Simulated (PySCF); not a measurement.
Ga(H)(Cl)(vinyl) (C2H4ClGa), SMILES C=[CH][GaH][Cl]. Atoms are numbered in the order given.

```xyz
8

Ga    -0.7266     0.0745     0.0000
H     -2.1729     0.6525     0.0000
Cl     0.8654     1.5572     0.0000
C     -0.0675    -1.7549     0.0000
C      1.2527    -2.0113     0.0000
H     -0.7687    -2.5995     0.0000
H      1.6506    -3.0336     0.0000
H      1.9927    -1.2029     0.0000
```

Coordinates come from a TPSSh-D3(BJ)/def2-SVP optimisation. The values are those of a single conformer.

Two levels are set side by side: PBE/pcSseg-1 (PySCF) and B3LYP/pcSseg-1 (PySCF). GIAO shifts against HCl (³⁵Cl), TMS (¹H), TMS (¹³C) at the same level; non-relativistic, no solvent, atoms listed together averaged. Without spin–orbit terms, shifts of atoms bonded to Cl or Br come out too high at both levels. Differences are taken from unrounded values.

| quantity | PBE |
|---|---|
| δ(¹H) of H2 (ppm) | 6.55 |
| δ(³⁵Cl) of Cl3 (ppm) | 103.8 |
| δ(¹³C) of C4 (ppm) | 149.8 |
| δ(¹³C) of C5 (ppm) | 154.5 |
| δ(¹H) of H6 (ppm) | 7.10 |
| δ(¹H) of H7, H8 (ppm) | 7.25 |

Task: These are the PBE values. What does B3LYP give? (An estimate is asked for; the answer gives what the named calculation found.)

Result: 
```tsv
quantity	B3LYP	PBE minus B3LYP
δ(¹H) of H2 (ppm)	6.28	0.27
δ(³⁵Cl) of Cl3 (ppm)	70.6	33.3
δ(¹³C) of C4 (ppm)	150.6	-0.9
δ(¹³C) of C5 (ppm)	156.7	-2.1
δ(¹H) of H6 (ppm)	6.95	0.15
δ(¹H) of H7, H8 (ppm)	7.18	0.08
```

Rough cost on one machine, each run with all the roots and properties that it gave: B3LYP against PBE within a factor of 2.
